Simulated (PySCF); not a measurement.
Input for PySCF: R-B3LYP/LANL2DZ on H2S (SMILES S).

```python
from pyscf import gto, scf, dft, mp
from pyscf.data.elements import chemcore

mol = gto.M(
    atom='''
    S     0.01292978    0.05389253    3.47088444
    H    -0.01119700    0.22813572    2.13372366
    H    -0.89804455    1.01664524    3.68249979
    ''',
    basis='lanl2dz',
    ecp={'S': 'lanl2dz'},
    charge=0, spin=0, verbose=3, max_memory=1800)
mf = dft.RKS(mol, xc='b3lyp')
mf.conv_tol = 1e-8
mf.max_cycle = 100
mf.kernel()
if not mf.converged:
    mf = mf.newton().run(mf.mo_coeff, mf.mo_occ)
```

### Question
Predict the final total energy.

### Answer
-11.2887 hartree.
